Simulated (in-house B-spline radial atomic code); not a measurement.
Rb. Computed with a B-spline radial atomic code. Model: non-relativistic spherical atom: semilocal Troullier-Martins pseudo-atom, one channel per l, against all electrons, high spin, G0W0 and RPA with empty states to l = 8, local potential for every l without a channel, a model core (radius 0 = none) keeps its share of the functional.

The core holds an angular momentum without a channel of its own, so the local potential lets valence electrons into it.

Without relativity these are model numbers for so heavy an element.

What the tables leave out is listed at the end.

The pseudopotential gives back the lowest level of each angular momentum of its own functional in the configuration it was made in; a second state of the same l is only approximately right. Exact exchange, RPA and GW see the smooth pseudo-orbitals and miss the exchange with the core, for which the functional's share stands in. The column with an uncorrelated core keeps all orbitals and exact exchange, and so separates missing core correlation from pseudisation. Only the three outermost levels and the lowest empty one were computed. RPA here is direct RPA, with no exchange kernel, and its energies carry an (l + 1/2)⁻⁴ tail. A hybrid on a potential with a model core restores only its own semilocal share of the core's exchange.

Command:
```bash
python run_psgw.py task.json out
```
Settings (lengths in bohr, energies in hartree):
```
Z                      37
electrons              37
configuration          [Kr] 5s1
generated_in           [Kr] 5s1
functional             pbe,pbe
core_shells            6
radius_factor          0.9
core_correction        False
ion_configuration      [Ar] 3d10 4s2 4p6
```

Time taken, with all properties: 68 s on 1 thread of Arm Neoverse N1 (shared host).

Given: made with PBE; model core radius 0 bohr; local radius 1.181 bohr; mean-field start PBE0.

Valence shells of the generating configuration: 4s, 4p, 5s.

Channel: s 1.159, p 1.306 (radii in bohr).

Computed: largest level miss in the spin-unpolarised generating configuration 0.015 eV; valence RPA correlation energy all-electron orbitals -0.385 hartree; all-electron RPA polarisability, core included 156.33 bohr³; pseudo-atom RPA polarisability 153.95 bohr³; ionisation by mean-field pseudo minus all 0.028 eV; ionisation by RPA all-electron 4.4213 eV; ionisation by RPA pseudo minus all 0.046 eV.

```
level  occupied  mean-field all-electron (eV)  mean-field pseudo minus all (eV)  G0W0 all-electron (eV)  G0W0 uncorrelated core minus all (eV)  G0W0 pseudo minus all (eV)  exchange self-energy all-electron (eV)  exchange self-energy pseudo (eV)
5s up         1                       -2.8266                            -0.019                 -4.3496                                  0.018                      -0.048                                 -5.4365                           -5.1891
```

(1) What is the ionisation by mean-field all-electron?

(2) What is the valence RPA correlation energy pseudo?

Given: mean-field start Hartree-Fock.

Computed: valence RPA correlation energy all-electron orbitals -0.31744 hartree; all-electron RPA polarisability, core included 117.25 bohr³; pseudo-atom RPA polarisability 115.29 bohr³; ionisation by mean-field pseudo minus all 0.027 eV; ionisation by RPA all-electron 4.2123 eV; ionisation by RPA pseudo minus all 0.033 eV.

```csv
level,occupied,mean-field all-electron (eV),mean-field pseudo minus all (eV),G0W0 all-electron (eV),G0W0 uncorrelated core minus all (eV),G0W0 pseudo minus all (eV),exchange self-energy all-electron (eV),exchange self-energy pseudo (eV)
5s up,1,-3.7582,-0.028,-4.2895,0.016,-0.035,-4.9959,-4.8281
4p down,1,-22.019,0.054,-22.115,0.19,0.039,-24.26,-20.802
4p up,1,-22.06,0.049,-22.153,0.187,0.035,-24.219,-20.789
```

(3) What is the ionisation by mean-field all-electron?

(4) What is the valence RPA correlation energy pseudo?

Results:

(1) 4.1387 eV.

(2) -0.47755 hartree.

(3) 3.7453 eV.

(4) -0.37778 hartree.

Among the listed levels the largest G0W0 shift of the pseudo-atom is -0.05 eV, for 5s up on the PBE0 start, while leaving the core uncorrelated moves that level by +0.02 eV. The rest, -0.07 eV, comes from pseudisation and the lost core exchange. Not in the tables (levels of low weight, unsolved or above zero; the highest and the empty levels are kept at any weight): the PBE start was refused, since an empty level lay at or below an occupied one; on PBE0 the G0W0 levels 4p down (pseudo minus all +0.02 eV, weights 0.04 and 0.04), 4p up (pseudo minus all +0.01 eV, weights 0.04 and 0.04).
